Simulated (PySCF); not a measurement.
Ge(H)2(SH)2, SMILES [SH][GeH2][SH] (H4GeS2) (PBE0/def2-SVP optimised geometry):

```
7

Ge    -0.351    -0.887     0.000
S     -1.185     1.177     0.000
S     -0.899    -2.022     1.836
H     -0.933    -1.530    -1.269
H      1.185    -0.887     0.000
H     -0.583     1.530     1.157
H     -2.230    -1.885     1.647
```

Calculation: PBE0/def2-TZVP (PySCF).

Task: What are the frontier orbital energies and the dipole moment?

Result: HOMO-2 -9.17 eV, HOMO-1 -7.70 eV, HOMO -7.35 eV, LUMO -0.56 eV, LUMO+1 0.33 eV; dipole moment 0.29 D.

On the same geometry PySCF with PBE/def2-TZVP gives HOMO-2 -7.95 eV, HOMO-1 -6.46 eV, HOMO -6.14 eV, LUMO -1.49 eV, LUMO+1 -0.53 eV; dipole moment 0.24 D.

Meta-Löwdin charges at PBE0/def2-TZVP: Ge1 0.46, S2 -0.30, S3 -0.30, H4 -0.05, H5 -0.05, H6 0.11, H7 0.11.
